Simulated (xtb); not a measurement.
B(H)(NHMe)2 (C2H9BN2), SMILES CNBNC. All values are semi-empirical tight-binding results from xtb (GFN2-xTB unless named), good for trends rather than for accurate numbers. Geometry optimised at GFN2-xTB. The structure was generated by enumeration, and PubChem lists no compound with its InChIKey, so it may never have been made. The values are those of a single conformer.

Optimised geometry:

```xyz
14

B     -0.5479     0.1203     0.5627
H     -1.1659     0.0659     1.5592
N      0.6170    -0.6472     0.4371
C      1.1582    -1.5591     1.4114
H      1.1748    -0.6082    -0.4020
H      2.1706    -1.2658     1.7130
H      1.2043    -2.5821     1.0200
H      0.5220    -1.5572     2.2937
N     -1.0153     0.9547    -0.4677
C     -0.4409     1.2031    -1.7674
H     -1.8191     1.5341    -0.2884
H      0.1141     2.1499    -1.7953
H     -1.2214     1.2463    -2.5326
H      0.2442     0.3993    -2.0307
```

| Property | Value |
|---|---|
| orbital gap | 6.10 eV |
| dipole moment | 1.40 D |
| zero-point energy | 75.1 kcal/mol |
| G − E(el) at 298.15 K (modified RRHO) | 55.8 kcal/mol |
| static polarisability (D4 model) | 58.7 bohr³ |
| solvation energy, GFN2-xTB/ALPB(water) | -2.8 kcal/mol |
| solvation energy, GFN2-xTB/ALPB(acetone) | -6.1 kcal/mol |

**Question.** Give the IR lines (harmonic; lines under 4 % of the strongest left out, lines within 3 cm⁻¹ merged). (Estimate from the structure and the level; the computed values follow.)

**Answer.** ν (cm⁻¹): 524 (w), 570 (s), 798 (m), 1059 (w), 1115 (w), 1143 (w), 1231 (w), 1306 (m), 1406 (w), 1420 (m), 1483 (vs), 1519 (vs), 2596 (s), 2888 (m), 2898 (m), 2929 (m), 2951 (m), 3020 (w), 3034 (w), 3451 (w) (against the strongest line: vs over 80 %, s over 45 %, m over 15 %, w over 4 %, vw less)

Computed atomic charges and the Wiberg bond orders between heavy atoms:
charges (e) B1 0.25, H2 -0.13, N3 -0.26, C4 -0.03, H5 0.14, H6 0.03, H7 0.03, H8 0.05, N9 -0.27, C10 -0.03, H11 0.14, H12 0.02, H13 0.03, H14 0.04. Bond orders B1–N3 1.27, N3–C4 1.03, B1–N9 1.25, N9–C10 1.03.
